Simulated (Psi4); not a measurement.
# InCl3 (SMILES [Cl][In]([Cl])[Cl]): name the method

InCl3 has 4 atoms, charge 0, and is taken as a singlet. As SMILES, `[Cl][In]([Cl])[Cl]`. The coordinates come from a PBE0-D4/def2-TZVP relaxation.

```xyz
4

Cl   -0.2029    0.5215    2.2136
In    0.0144   -0.0148   -0.0053
Cl    1.0159   -1.9852   -0.6153
Cl   -0.7720    1.4183   -1.6132
```

A calculation with Psi4 1.11 gave:

| Item | Value |
| --- | --- |
| total energy | -1567.4368 Eh |
| dipole moment | 0.01 D |
| HOMO energy | -12.64 eV |
| LUMO energy | 0.79 eV |
| HOMO–LUMO gap | 13.43 eV |
| largest force | 0.577 eV/Å |

Problem. Which of these levels gave the numbers?
A. HF/def2-SVP (core potential)
B. HF/3-21G
C. HSE06/def2-SVP (core potential)
D. HF/STO-3G

Solution. A. The others give -7086.8204 Eh (HF/3-21G), -7046.8894 Eh (HF/STO-3G), -1570.0470 Eh (HSE06/def2-SVP (core potential)).
